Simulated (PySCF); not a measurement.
A structure optimised at PBE0-D3(BJ)/def2-SVP, used in a PySCF frequency run:

```
C
H 1 1.0924
C 1 1.3958 2 119.68
H 3 1.0935 1 120.09 2 0.00
C 1 1.3958 2 119.68 3 180.00
H 5 1.0935 1 120.09 2 0.00
C 3 1.4017 4 119.70 1 180.00
C 7 1.3765 3 116.54 4 180.00
C 8 1.3765 7 125.87 3 0.00
H 9 1.0933 8 122.42 7 180.00
H 7 1.0933 8 122.42 9 180.00
```
Charge 0, spin multiplicity 2.

Problem. Write its SMILES, formula and point group.

Solution. [c]1ccccc1, C₆H₅, C2v

Problem. What are its rotational constants (standard atomic weights)?

Solution. 6.2827, 5.5981, 2.9603 GHz
